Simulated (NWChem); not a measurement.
hydrogen iodide (HI); SMILES I

```xyz
2

I      0.0000     0.0000     0.0520
H      0.0000     0.0000    -1.5652
```
Atoms are numbered in this order, from 1.

Coordinates come from a PBE0/def2-SVP optimisation. def2 effective core potentials on I; no spin-orbit coupling.

List the 4 lowest vertical singlet excitations from PBE/def2-SVP with def2 effective core potentials on I, TDA (NWChem).


```csv
state,energy (eV),oscillator strength,leading excitation (squared amplitude)
S1,5.40,0.000,HOMO−1 → LUMO (0.89)
S2,5.40,0.000,HOMO → LUMO (0.89)
S3,11.00,0.949,HOMO−2 → LUMO (0.89)
S4,12.91,0.376,HOMO → LUMO+1 (0.97)
```
